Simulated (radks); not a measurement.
Polarisabilities and homonuclear dispersion coefficients (atomic units). All-electron calculation, scalar-relativistic Kohn-Sham, LDA (Slater exchange, Perdew-Wang correlation), spin-polarised, spherical densities, finite nucleus; open shells are filled with parallel spins first; Fermi nuclear charge, rms radius of each element as measured or else 0.836 A^(1/3) + 0.57 fm. Program: a radial shooting solver on a logarithmic mesh with Libxc functionals. Response by self-consistent Sternheimer equations with the Hartree and adiabatic LDA kernel, the relativistic mass of each level held fixed and spin-orbit coupling left out. For heavy and open-shell atoms this level of theory can miss by tens of per cent. "Uncoupled" leaves out the induced potential. Quadrupole and octupole values are given only where no p, d or f shell is open.

species  configuration  alpha1 (bohr^3)  alpha1, uncoupled  alpha2 (bohr^5)  alpha3 (bohr^7)      C6      C8  recommended alpha1
K             [Ar] 4s1            255.3              296.2             5679           179500    3229  419000       289.7 +/- 0.3
Ca+           [Ar] 4s1            67.69              84.51             1784             8929   463.1   32310                   -
Sc2+          [Ar] 3d1            5.035              6.571                -                -   14.87       -                   -
Ti3+          [Ar] 3d1            2.318              3.308                -                -   6.016       -                   -
V4+           [Ar] 3d1            1.444              2.129                -                -   3.135       -                   -
Cr5+          [Ar] 3d1            1.003              1.502                -                -   1.828       -                   -
Mn6+          [Ar] 3d1           0.7377              1.113                -                -   1.143       -                   -
Fe7+          [Ar] 3d1           0.5631             0.8532                -                -  0.7500       -                   -
Co8+          [Ar] 3d1           0.4415             0.6703                -                -  0.5109       -                   -

Recommended values: Schwerdtfeger and Nagle, table of static dipole polarisabilities (2023 update), measured or computed.
